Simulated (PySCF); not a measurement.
# Run times: zirconium in x2c-TZVPPall with one added diffuse shell each of s, p, d, f type

Measured wall times of calculations with PySCF 2.14 in x2c-TZVPPall with one added diffuse shell each of s, p, d, f type (9s7p7d3f1g, 95 functions), with the spin-free X2C one-electron Hamiltonian (Gaussian nucleus), run from one Python driver. Hardware: 1 thread of Neoverse-V1 on a shared host, 1.3 GiB allowed. The two-electron integrals over 95 functions were computed once and kept in memory (2.3 CPU seconds with the set-up); the times below exclude them. Kohn-Sham runs start from converged Hartree-Fock orbitals.

Launch command (the driver calls PySCF for each step listed in the task file):

```bash
OMP_NUM_THREADS=1 python atomrun2.py TASK.json OUT
```

```
          species                           step  iterations  wall time (s)
Zr²⁺ [Kr] 4d1 5p1  UHF with spin-orbit constants           6            1.6
Zr²⁺ [Kr] 4d1 5p1                            LDA           6            1.5
Zr²⁺ [Kr] 4d1 5p1                            PBE           6            2.4
Zr²⁺ [Kr] 4d1 5p1                           PBE0           6              3
Zr²⁺ [Kr] 4d1 5p1                         r2SCAN           6            5.7
Zr²⁺ [Kr] 4d1 5p1                      BHandHLYP           7            3.5
Zr²⁺ [Kr] 4d1 5p1                      CAM-B3LYP           7            6.6
Zr²⁺ [Kr] 4d1 5p1                          wB97X           7            6.5
Zr²⁺ [Kr] 4d1 5p1                        r2SCAN0           6            6.3
Zr²⁺ [Kr] 4d1 5p1              MP2 (2 electrons)                       0.12
Zr²⁺ [Kr] 4d1 5p1             MP2 (10 electrons)                       0.56
```

Peak memory of the process: 0.52 GiB. Times on a shared host vary from run to run.
